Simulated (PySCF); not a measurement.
Molecule: `InChI=1S/C6H14O/c1-6(2,3)5-7-4/h5H2,1-4H3`.

Geometry (Å), atoms numbered from 1 in this order:
```xyz
21

C     2.297    0.318    0.400
O     0.996   -0.168    0.335
C     0.055    0.794   -0.036
C    -1.338    0.169   -0.111
C    -1.336   -0.945   -1.159
C    -2.328    1.262   -0.509
C    -1.711   -0.404    1.257
H     2.402    1.127    1.151
H     2.957   -0.512    0.688
H     2.641    0.718   -0.575
H     0.318    1.232   -1.022
H     0.048    1.631    0.695
H    -0.590   -1.711   -0.908
H    -1.092   -0.547   -2.158
H    -2.325   -1.427   -1.221
H    -2.339    2.082    0.227
H    -2.079    1.692   -1.493
H    -3.349    0.856   -0.571
H    -0.984   -1.167    1.569
H    -1.726    0.385    2.026
H    -2.711   -0.866    1.228
```

Geometry PBE0-D3(BJ)/def2-SVP throughout; GIAO in PySCF, gas phase, one conformer, non-relativistic; equivalent atoms averaged; functional PBE0.

Problem. How do the absolute shieldings σ depend on the basis set? (ppm; last column core-seconds on shared hosts with different chips, so compare them loosely)

Solution. 
```csv
basis set,functions,C3,C1,C4,C5/C6/C7,O2,H8/H9/H10,H11/H12,H13/H14/H15/H16/H17/H18/H19/H20/H21,core-s
STO-3G,49,172.3,185.3,202.0,208.9,375.9,30.89,31.26,31.79,5
pcSseg-0,91,105.4,130.6,161.9,162.7,324.9,29.27,29.99,31.73,9.5
6-31G,91,118.7,143.0,167.5,171.2,311.2,29.15,29.59,31.42,11
6-31G*,126,115.2,137.8,164.1,167.3,317.7,28.70,29.00,30.99,16
cc-pVDZ,168,114.6,140.1,162.5,168.6,316.9,28.10,28.51,30.44,23
def2-SVP,168,112.7,137.4,164.0,166.1,320.0,28.21,28.64,30.51,21
pcSseg-1,189,99.7,125.1,152.5,156.3,311.2,27.96,28.53,30.39,34
"6-311+G(2d,p)",273,103.3,128.6,153.1,159.7,307.7,28.23,28.65,30.67,46
aug-cc-pVDZ,287,114.0,139.5,160.3,168.7,315.5,28.02,28.48,30.47,53
def2-TZVP,301,101.4,127.6,153.3,159.1,309.0,28.22,28.63,30.63,56
```

Problem. Which nucleus moves most, in ppm?

Solution. C3 (sp3 CH2 bonded to O): from 99.7 ppm with pcSseg-1 to 172.3 ppm with STO-3G. The smallest spread is 1.40 ppm, at H13/H14/H15/H16/H17/H18/H19/H20/H21. Proton shifts span only some 12 ppm, so a few tenths of a ppm matter as much there as several ppm in carbon.

Problem. Taking the largest basis, def2-TZVP (301 functions), as the yardstick, rank the others by their worst heavy-atom deviation.

Solution. 6-311+G(2d,p) 1.9 ppm (273 functions), pcSseg-1 2.7 ppm (189 functions), def2-SVP 11.3 ppm (168 functions), aug-cc-pVDZ 12.6 ppm (287 functions), cc-pVDZ 13.2 ppm (168 functions), 6-31G* 13.8 ppm (126 functions), pcSseg-0 15.9 ppm (91 functions), 6-31G 17.3 ppm (91 functions), STO-3G 70.9 ppm (49 functions).

A small basis that lands close on one nucleus may do so by chance; judge by the trend and by all nuclei.
